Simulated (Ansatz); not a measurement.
Reaction (substitution at a C–O bond): `C[O][W](=[O])(=[O])[F]` + `C[NH][AlH][NH2]` → `C[N](C)[AlH][NH2]` + `[O]=[W](=[O])([OH])[F]`

Isolated molecules relaxed with PBE0-D4/def2-TZVP in Ansatz; ΔE leaves out vibrations. CCSD(T)/CBS adds triple-zeta CCSD(T) − MP2 to the extrapolated MP2 energy (def2 sets, frozen cores). DFT in def2-TZVPP. Elements past krypton have def2 core potentials. For W outer-core shells are correlated without core-valence functions, which leaves a few kJ/mol of doubt a bond. One conformer a species, not always the lowest.

`C[O][W](=[O])(=[O])[F]`:

```xyz
9

C    -0.731   -0.987   -1.019
O    -0.560   -0.206    0.142
W     0.626    0.925    0.991
O     0.184    2.539    0.675
O     2.175    0.685    0.328
F     0.655    0.614    2.826
H    -1.338   -1.856   -0.761
H    -1.248   -0.398   -1.779
H     0.237   -1.317   -1.404
```

`C[NH][AlH][NH2]`:

```xyz
11

C    -1.329    0.940    0.398
N     0.095    1.060    0.181
Al    1.273   -0.190   -0.249
N     0.749   -1.866   -0.473
H    -1.625    1.218    1.418
H    -1.914    1.557   -0.296
H    -1.647   -0.094    0.247
H     0.417    2.008    0.306
H     2.793    0.201   -0.433
H     1.376   -2.613   -0.720
H    -0.188   -2.220   -0.379
```

`C[N](C)[AlH][NH2]`:

```xyz
14

C     1.020    1.083   -0.121
N     0.340   -0.112    0.304
C     1.079   -0.838    1.306
Al   -1.230   -0.662   -0.314
N    -2.084    0.271   -1.552
H     0.440    1.619   -0.877
H     2.005    0.860   -0.558
H     1.189    1.776    0.717
H     0.538   -1.738    1.611
H     1.250   -0.231    2.207
H     2.067   -1.153    0.936
H    -1.859   -1.996    0.253
H    -1.780    1.127   -1.985
H    -2.977   -0.005   -1.928
```

`[O]=[W](=[O])([OH])[F]`:

Z-matrix (Å, degrees):
```
W
O 1 1.698
O 1 1.872 2 109.6
O 1 1.699 2 107.8 3 -117.8
F 1 1.857 2 109.6 3 122.9
H 3 0.960 1 126.3 2 9.1
```

| species | CAM-B3LYP energy (Eh) |
| --- | --- |
| `C[O][W](=[O])(=[O])[F]` | -432.73179 |
| `C[NH][AlH][NH2]` | -394.32135 |
| `C[N](C)[AlH][NH2]` | -433.61471 |
| `[O]=[W](=[O])([OH])[F]` | -393.44147 |

Work out ΔE.

ΔE = (-433.61471) + (-393.44147) − (-432.73179) − (-394.32135) = -0.00304 Eh = -8.0 kJ/mol. CCSD(T)/CBS gives -14.2 kJ/mol.

Largest T1 diagnostic among the species: 0.023, so the coupled-cluster value is less sure than usual.

Leaving LDA and LC-ωPBE aside and taking each functional with its dispersion term where it has one, the values, not all of them listed here, spread over 9.7 kJ/mol, from revPBE-D4 to BHLYP-D4. LDA lies −8.7 kJ/mol from PBE without D4. At CCSD(T), def2-SVP lies +5.2 kJ/mol from the extrapolated value and def2-TZVPP +1.0 kJ/mol. The D4 term adds −3.5 kJ/mol with B3LYP and −1.8 kJ/mol with PBE0; it sums over pairs of atoms, weighted by their polarisabilities, and B3LYP, whose exchange is more repulsive, gets the larger term.

B3LYP here is the variant with VWN-RPA as its local correlation; programs differ in this.
